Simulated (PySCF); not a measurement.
C₈H₉BS.
SMILES: `CC(=S)B1C=CC=CC=C1`

Torsions of this conformer, `[CH3:1][C:2](=[S:3])[B:4]1[CH:5]=[CH:6][CH:7]=[CH:8][CH:9]=[CH:10]1`: C1–C2–B4–C5 60°.

The closed-shell ground state was solved at several levels (PySCF, density fitting, gas phase, non-relativistic). The structure is a single PBE0-D3(BJ)/def2-SVP conformer in the gas phase; no vibrational or solvent corrections.

```tsv
level	basis functions	HOMO (eV)	LUMO (eV)	gap (eV)	dipole (D)
PBE0/pcSseg-1	222	-5.91	-2.18	3.73	3.77
wB97X-D/pcSseg-1	222	-7.73	-0.51	7.22	3.91
```

(1) Estimate the row for B3LYP/def2-SVPD, a basis of 279 functions; the other rows only guide the guess.

(2) Over all these levels, which gives the widest orbital gap and which the narrowest?

(3) How far do the dipole and the HOMO energy spread over the levels?

Results:

(1) HOMO -5.72 eV, LUMO -2.38 eV, gap 3.34 eV, dipole 3.83 D.

(2) wB97X-D/pcSseg-1 (range-separated hybrid) has the widest, 7.22 eV, and B3LYP/def2-SVPD (global hybrid, 20 % exact exchange) the narrowest, 3.34 eV. Functional and basis both differ between the two, so the spread mixes both effects.

(3) The dipole runs from 3.77 to 3.91 D (mean 3.84 D) and the HOMO from -7.73 to -5.72 eV.
